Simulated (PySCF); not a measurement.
C5H12OSSi2.
Numbering: `[CH2:1]=[C:2]1[C@@H:3]([CH2:4][SiH3:5])[CH2:6][S:7][Si@@H:8]1[OH:9]`

NICS = −σ at a ghost point: NICS(0) at the centroid of the ring atoms, NICS(1) 1 Å to either side along the normal of their mean plane, zz for the tensor component along that normal. Level: GIAO PBE0/pcSseg-1 (PySCF, non-relativistic, gas phase) on the GFN2-xTB geometry, one conformer.

Ring bond lengths (Å), with Mayer bond orders in brackets: C2–C3 1.505 (0.97), C3–C6 1.525 (0.99), C6–S7 1.836 (0.98), S7–Si8 2.152 (0.94), Si8–C2 1.884 (0.81).

Question: What do the NICS probes read (ppm)?

Answer: 
```csv
ring,type,NICS(0),"NICS(1), two faces","NICS(1)zz, two faces",rms pucker (Å),"centre to ring atoms, mean (Å)"
C2–C3–C6–S7–Si8,5-membered ring with S and Si; formal bonds all single,-5.3,-4.4 / -3.6,-4.0 / -2.2,0.18,1.48
```

Question: What can be read from them?

Answer: 
- C2–C3–C6–S7–Si8: mean NICS(1)zz -3.1 ppm, shielded. C3, C6, Si8 have four or more neighbours; no verdict on aromaticity is drawn.

Question: At the first NICS(1) probe listed for ring C2–C3–C6–S7–Si8, 1 Å off the ring, what do the in-plane components average?

Answer: The isotropic value is a third of the trace: (3 × -4.4 − (-4.0))/2 = -4.6 ppm.

Question: How shielded are the nuclei of the rings and their hydrogens (means over atoms taken as equivalent)?

Answer: 
```
   atoms                      environment  σ isotropic (ppm)  principal values of the symmetric part, first atom (ppm)
      C2  fully substituted alkene carbon               19.9                                         -87.4, 3.3, 143.8
      C3                   allylic carbon              134.8                                       116.4, 135.6, 152.5
      C6       sp3 carbon bound to sulfur              147.9                                       118.8, 159.3, 165.6
      S7        sulfur bonded to C and Si              638.5                                       522.2, 619.0, 774.4
     Si8             oxygen-bound silicon              352.4                                       298.5, 356.7, 402.1
 H on C3                 methine hydrogen              29.22                                          25.8, 28.0, 33.9
 H on C6               methylene hydrogen              28.98                                          23.3, 27.9, 35.7
 H on C6               methylene hydrogen              28.50                                          21.9, 27.9, 35.7
H on Si8                    Si–H hydrogen              26.16                                          21.6, 25.4, 31.5
```
